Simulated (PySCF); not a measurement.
C₆H₁₀F₄.
Bonds: F1–C2, C2–C3, C3–C4, C4–C5, C5–C6, C6–C7, C7–F8, C7–F9, C7–F10. Hydrogens: H11, H12 on C2; H13, H14 on C3; H15, H16 on C4; H17, H18 on C5; H19, H20 on C6.

Method: PySCF 2.14.0, PBE0-D3(BJ)/def2-SVP geometry optimisation, gas phase; density fitting, grid level 1; the optimiser is geomeTRIC in internal coordinates, started from a GFN2-xTB structure with every atom displaced at random (about 0.01 Å).

Step 0: E = -17222.8677 eV
```
atom  x, y, z in Å  |  force x, y, z in eV/Å
F1      3.2423    1.6001    0.5218   -0.306   0.595   0.464
C2      3.1223    0.5513   -0.3416    0.171  -0.705   0.777
C3      1.9083   -0.3125    0.0109    1.310   1.210  -0.127
C4      0.6442    0.4376   -0.2013   -1.900  -1.147   0.364
C5     -0.5904   -0.4392    0.1698    0.390   1.927   0.109
C6     -1.9075    0.3164   -0.0487    0.213  -1.333   0.447
C7     -3.0797   -0.5667    0.2926   -1.049   0.048   0.572
F8     -3.1212   -1.6712   -0.4632    0.167   0.099   0.107
F9     -3.0840   -0.9669    1.5910    0.331   0.178  -0.742
F10    -4.2603    0.0656    0.1125    0.510  -0.065  -0.080
H11     3.0296    0.9708   -1.3382   -0.016   0.029  -0.705
H12     4.0727    0.0018   -0.2410   -0.087  -0.315  -0.331
H13     1.9845   -0.6006    1.0569    0.149  -0.275   0.455
H14     1.9439   -1.2059   -0.5922   -0.006  -0.737  -0.439
H15     0.6093    1.3303    0.4110    0.159   0.590   0.305
H16     0.5298    0.7448   -1.2360    0.073   0.248  -0.620
H17    -0.5140   -0.7121    1.2287   -0.025  -0.182   0.140
H18    -0.5904   -1.3392   -0.4147    0.010  -0.868  -0.502
H19    -1.9606    1.1950    0.5829   -0.059   0.506   0.276
H20    -2.0307    0.6154   -1.0852   -0.033   0.197  -0.468
```

Step 1: E = -17223.0235 eV
```
atom  x, y, z in Å  |  force x, y, z in eV/Å
F1      3.2043    1.6379    0.5477   -0.004  -0.071  -0.067
C2      3.1498    0.5349   -0.2784   -0.068   0.176  -0.085
C3      1.9157   -0.2775    0.0212   -0.105  -0.037  -0.006
C4      0.6065    0.4498   -0.2615    0.023   0.032   0.017
C5     -0.5984   -0.3959    0.1122   -0.089  -0.129   0.007
C6     -1.9389    0.3045   -0.0662    0.039   0.167  -0.076
C7     -3.0926   -0.5810    0.3288    0.490  -0.151  -0.091
F8     -3.2142   -1.6232   -0.5067   -0.132   0.062  -0.031
F9     -2.8846   -1.0928    1.5484   -0.272   0.004   0.192
F10    -4.2532    0.0705    0.3442   -0.076   0.003  -0.006
H11     3.1381    0.8967   -1.3254    0.039  -0.052   0.078
H12     4.0640   -0.0615   -0.1260    0.032   0.001   0.022
H13     1.9422   -0.5624    1.0881    0.033  -0.060  -0.044
H14     1.9569   -1.2186   -0.5593    0.040   0.076   0.041
H15     0.5938    1.3900    0.3173    0.012  -0.007  -0.054
H16     0.5564    0.7384   -1.3283    0.011  -0.015   0.041
H17    -0.5123   -0.6892    1.1725    0.027  -0.056  -0.065
H18    -0.5994   -1.3379   -0.4713    0.017   0.139   0.071
H19    -1.9876    1.2049    0.5702   -0.018  -0.042  -0.080
H20    -2.0985    0.6273   -1.1112    0.001  -0.041   0.135
```

**Question.** Estimate the geometry and energy of step 2. (The exact step hangs on the optimiser's Hessian estimate; all steps are aligned on step 1, rigid shifts and turns removed.)

**Answer.** E = -17223.0449 eV, largest force 0.254 eV/Å
```
atom  x, y, z in Å  |  force x, y, z in eV/Å
F1      3.1792    1.6686    0.5190   -0.009  -0.004  -0.024
C2      3.1419    0.5651   -0.3041   -0.001   0.058   0.015
C3      1.9371   -0.2839    0.0187   -0.045   0.010   0.009
C4      0.6112    0.4207   -0.2334    0.029  -0.019   0.040
C5     -0.5884   -0.4327    0.1469   -0.053  -0.007  -0.005
C6     -1.9169    0.2853   -0.0423    0.023  -0.097   0.092
C7     -3.1110   -0.5646    0.3159   -0.011  -0.081  -0.007
F8     -3.2553   -1.6009   -0.5229    0.125  -0.018   0.059
F9     -3.0255   -1.0667    1.5569    0.103   0.029  -0.103
F10    -4.2428    0.1362    0.2618   -0.153   0.194  -0.057
H11     3.1068    0.9234   -1.3489    0.008  -0.028  -0.004
H12     4.0769   -0.0035   -0.1650    0.007   0.000   0.015
H13     1.9970   -0.5808    1.0802    0.023  -0.034  -0.011
H14     1.9957   -1.2166   -0.5693    0.006   0.013  -0.015
H15     0.5986    1.3598    0.3451    0.003   0.007  -0.018
H16     0.5455    0.7134   -1.2969   -0.018  -0.005  -0.002
H17    -0.4996   -0.7394    1.2018    0.006  -0.021   0.013
H18    -0.5906   -1.3651   -0.4437    0.001   0.017  -0.005
H19    -1.9642    1.1902    0.5839   -0.003  -0.012  -0.004
H20    -2.0475    0.6063   -1.0876   -0.040  -0.004   0.011
```

The energy changes by -0.0214 eV. The first-order estimate −F·Δx gives -0.0452 eV and the mean of the old and new forces, exact on a quadratic surface, -0.0229 eV. The step makes an angle of 78° with the force vector and moves no atom by more than 0.143 Å.

The cost below is that of the whole optimisation. The run took 9.2 min of wall time on one thread of an Intel Xeon at 2.50 GHz, no GPU, shared host with 64 logical CPUs at a one-minute load of 58, and the process peaked at 0.84 GiB of memory.
